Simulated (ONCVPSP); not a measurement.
**gadolinium (Gd): one change to an ONCV potential, before and after**

* Element: Gd (Z = 64)
* Generator: ONCVPSP 4.0.1
* Type: optimised norm-conserving Vanderbilt (ONCV)
* Functional: PBE
* Relativity: scalar-relativistic
* Frozen core: [Kr] 4d10
* Valence charge: 18
* Reference configuration: 4f7 5s2 5p6 5d1 6s1.75 6p0.25
* Partial waves: 5s+6s: rc 2.10 bohr, ncon 4, nbas 8, qcut 6 1/bohr, 2 projectors; 5p+6p: rc 2.35 bohr, ncon 3, nbas 6, qcut 6 1/bohr, 2 projectors; 5d: rc 3.25 bohr, ncon 4, nbas 9, qcut 4.7 1/bohr, 2 projectors, debl 3.1 Ha; 4f: rc 0.75 bohr, ncon 3, nbas 7, qcut 13.8 1/bohr, 1 projector
* Local potential: polynomial inside 0.55 bohr (lpopt 4, dvloc0 4 Ha)
* Core correction: polynomial model core, fcfact 0.7

All-electron outer shells of the reference configuration (PBE, scalar-relativistic, ld1.x):

```json
{"shell": "4p", "level (eV)": "-276.73", "outermost node (bohr)": "0.29", "outermost maximum (bohr)": "0.54"}
{"shell": "4d", "level (eV)": "-148.05", "outermost node (bohr)": "0.27", "outermost maximum (bohr)": "0.56"}
{"shell": "5s", "level (eV)": "-50.08", "outermost node (bohr)": "0.65", "outermost maximum (bohr)": "1.20"}
{"shell": "5p", "level (eV)": "-27.60", "outermost node (bohr)": "0.70", "outermost maximum (bohr)": "1.35"}
{"shell": "4f", "level (eV)": "-9.03", "outermost node (bohr)": "–", "outermost maximum (bohr)": "0.56"}
{"shell": "6s", "level (eV)": "-4.32", "outermost node (bohr)": "1.60", "outermost maximum (bohr)": "3.37"}
{"shell": "5d", "level (eV)": "-2.80", "outermost node (bohr)": "0.79", "outermost maximum (bohr)": "1.95"}
{"shell": "6p", "level (eV)": "-1.49", "outermost node (bohr)": "1.92", "outermost maximum (bohr)": "4.55"}
```

Change: d: qcut 2.9.

Cutoffs: the cutoffs (Ha) at which the residual kinetic energy of the hardest occupied pseudo-wave falls to 1 and 0.1 mHa per electron; they do not see the model core or the augmentation charge, which bear on the density cutoff. Errors are all-electron minus pseudo energies relative to the spin-unpolarised reference configuration.

**Question.** What does the change do?

**Answer.** Both files keep a bound ghost (d, p, s); of the 4 tests that both files solve, the error grows in 3 and shrinks in 0 by more than 15 % and 0.3 meV (median size 1.3 → 5.1 meV).

| quantity | base | changed |
| --- | --- | --- |
| bound ghosts | s, p, d | s, p, d |
| GHOST(+) flags under 300 eV | none | none |
| error for 4f7 5s2 5p6 5d1 6s2 6p0, meV [ΔE -0.70 eV] | +0.1 | +0.1 |
| error for 4f7 5s2 5p6 5d1 6s1 6p0, meV [ΔE 5.94 eV] | -1.8 | -3.1 |
| error for 4f7 5s2 5p6 5d1 6s0 6p0, meV [ΔE 18.04 eV] | -7.3 | -24 |
| error for 4f7 5s2 5p6 5d1.5 6s1.5 6p0, meV [ΔE 0.14 eV] | -0.8 | +7.1 |
| s: phases at 2.13 bohr within 0.05 rad from the reference energy up to (Ha; the scan ends near 5) | 3.8 | 3.8 |
| p: phases at 2.38 bohr within 0.05 rad from the reference energy up to (Ha; the scan ends near 5) | 4.7 | 4.7 |
| d: phases at 3.29 bohr within 0.05 rad from the reference energy up to (Ha; the scan ends near 5) | 0.7 | 0.4 |
| f: phases at 0.76 bohr within 0.05 rad from the reference energy up to (Ha; the scan ends near 5) | to the end of the scan | to the end of the scan |
| rms error of d²Exc/dni dnj with the model core, mHa | 1.02 | 1.19 |

 A true bound ghost makes a file unfit for plane-wave use even where its test errors are small: the radial tests pick states by their node count and pass the ghost by.
